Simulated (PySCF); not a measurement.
Isomers of C2H11BNPSi. Method used: PySCF, PBE0-D3(BJ)/def2-SVP geometry optimisation, gas phase. One conformer each; no zero-point energy, no entropy. No frequencies were run at this level. Point groups hold within 0.08 Å.

Task: Order them by energy at this level, lowest first, and give relative energies in kcal/mol.
A. `[BH2:1][PH:2][SiH2:3][N:4]([CH3:5])[CH3:6]` with H–B1–P2–Si3 -45° and 141°, B1–P2–Si3–N4 174°, P2–Si3–N4–C5 141°
B. `[CH3:1][N:2]([CH3:3])[BH:4][PH:5][SiH3:6]` with N2–B4–P5–Si6 -79°

Result: B (0.0), A (25.6).

As drawn, the lower has a B–N bond, which the higher lacks.

```
       SMILES      E (Eh)  E rel (kcal/mol)  dipole (D)  point group     A, B, C (MHz)
CN(C)BP[SiH3]  -792.56032               0.0        2.46           C1  3590, 1202, 1103
BP[SiH2]N(C)C  -792.51953              25.6        2.15           C1  5112, 1105, 1000
```

Task: How do the relative energies change in single points at PBE0/pcSseg-1 (no added dispersion term) on the same geometries?

Result: 
```
       SMILES  PBE0-D3(BJ)/def2-SVP (kcal/mol)  PBE0/pcSseg-1 (kcal/mol)  shift
CN(C)BP[SiH3]                              0.0                       0.0    0.0
BP[SiH2]N(C)C                             25.6                      24.3   -1.3
```

Each column counts from its own lowest isomer. The order is unchanged; the largest shift is 1.3 kcal/mol.
